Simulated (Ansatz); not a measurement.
Consider the redistribution: `[OH][Ga]([F])[Br]` + `C[O][Sc]([Cl])[O][SiH3]` → `C[O][Ga]([OH])[Br]` + `[F][Sc]([Cl])[O][SiH3]`.

Program: Ansatz. Geometries: PBE0-D4/def2-TZVP. ΔE: electronic, gas phase. CCSD(T)/CBS is the MP2 limit (def2-TZVPP, def2-QZVPP) plus CCSD(T) − MP2 in def2-TZVPP, frozen cores. Functionals use def2-TZVPP. B3LYP here is the variant with VWN-RPA as its local correlation; programs differ in this. HSE06 is defined as in plane-wave codes. For Br, Ga, Sc outer-core shells are correlated without core-valence functions, which leaves a few kJ/mol of doubt a bond. Scalar relativity is left out up to krypton. Each species was taken in one conformer, which may not be the lowest.

`[OH][Ga]([F])[Br]`:

Z-matrix (Å, degrees):
```
Ga
O 1 1.762
Br 1 2.258 2 124.6
F 1 1.734 2 116.6 3 180.0
H 2 0.961 1 113.2 3 -0.0
```

`C[O][Sc]([Cl])[O][SiH3]`:

Cartesian coordinates in Å:
```
C -1.698 1.989 1.152
O -0.832 1.504 0.178
Sc 0.321 0.742 -1.031
Cl 1.003 1.909 -2.920
O 0.934 -1.004 -0.698
Si 1.411 -2.520 -0.326
H -1.834 1.256 1.955
H -1.305 2.912 1.590
H -2.678 2.211 0.718
H 2.364 -3.033 -1.346
H 0.233 -3.430 -0.274
H 2.081 -2.536 1.003
```

`C[O][Ga]([OH])[Br]`:

```xyz
9

C    -0.611    0.837   -1.212
O    -0.658    0.308    0.094
Ga    0.619   -0.675    0.820
O     0.410   -1.265    2.473
Br    2.503   -1.186   -0.328
H    -1.467    0.468   -1.786
H    -0.673    1.929   -1.166
H     0.304    0.569   -1.752
H    -0.426   -0.985    2.856
```

`[F][Sc]([Cl])[O][SiH3]`:

```xyz
8

F     2.456    0.772    1.952
Sc    1.445   -0.526    1.147
Cl    1.875   -2.766    1.485
O     0.049    0.017    0.041
Si   -1.175    0.511   -0.931
H    -1.897    1.645   -0.298
H    -2.129   -0.606   -1.156
H    -0.625    0.953   -2.240
```

(1) Is it downhill or uphill in electronic energy at CCSD(T)/CBS, and by how much? (Best estimate.)

(2) What do these levels give: HSE06-D4, ωB97X-V, B3LYP, r2SCANh, r2SCAN0, SCS-MP2/def2-QZVPP? (An estimate is asked.)

Largest T1 diagnostic among the species: 0.015.

Answers

(1) Computed: Downhill: ΔE = -0.14 eV.

(2) Computed: HSE06-D4 -0.16, ωB97X-V -0.18, B3LYP -0.12, r2SCANh -0.16, r2SCAN0 -0.15, SCS-MP2/def2-QZVPP -0.13 eV.

In def2-TZVPP, CCSD(T) changes the Hartree–Fock value by −0.06 eV (the triples alone add −0.00 eV) and MP2 by −0.05 eV. At CCSD(T), def2-SVP lies +0.11 eV from the extrapolated value and def2-TZVPP −0.01 eV.
